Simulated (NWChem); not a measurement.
System: CH6Sn; SMILES [CH3][SnH3]

Results from NWChem. Structure relaxed at the PBE0/def2-SVP (def2 core potentials past Kr) level.

Question: What does the run give for Hartree-Fock/STO-3G (all-electron, non-relativistic)? Quantities: highest occupied level (eV); orbital gap (eV); dipole (D).

Answer: 
| Quantity | Result |
|---|---|
| highest occupied level (eV) | -9.32 |
| orbital gap (eV) | 21.17 |
| dipole (D) | 0.03 |
